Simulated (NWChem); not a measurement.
System: CH5ClFNSi; SMILES N[Si@@H](Cl)CF

The following NWChem deck was run.

```
start job
memory heap 200 mb stack 900 mb global 1100 mb
geometry units angstroms noautosym nocenter noautoz
  N     -1.834953    -0.208520     0.176059
  Si    -0.238707     0.045724    -0.389036
  Cl     0.672368     1.833755     0.257617
  C      0.912302    -1.318886     0.254090
  F      0.506228    -2.544306    -0.284015
  H     -2.618905     0.231149    -0.290511
  H     -2.033646    -0.377168     1.154917
  H     -0.294692     0.107583    -1.864040
  H      0.890768    -1.388609     1.350578
  H      1.952467    -1.129964    -0.040896
end
basis spherical
  * library 6-31g*
end
dft
  xc b3lyp
  iterations 150
end
cosmo
  do_cosmo_smd true
  solvent water
end
task dft energy
```

The geometry was optimised at B3LYP/6-31G* (spherical d). B3LYP is NWChem's, with the RPA form of VWN correlation. Solvent: water.

Level: B3LYP/6-31G* with SMD (1 M gas to 1 M solution), gas-phase geometry. Reactions with the solvent are ignored.

Task: Give the results of this calculation. (B3LYP/6-31G* (spherical d), SMD on the gas-phase geometry.) Quantities: solvation free energy (kcal/mol); cavity-dispersion-structure term (kcal/mol); dipole in solution (D).

Result: 
```json
{
  "solvation free energy (kcal/mol)": "-3.9",
  "cavity-dispersion-structure term (kcal/mol)": "4.0",
  "dipole in solution (D)": "2.16"
}
```
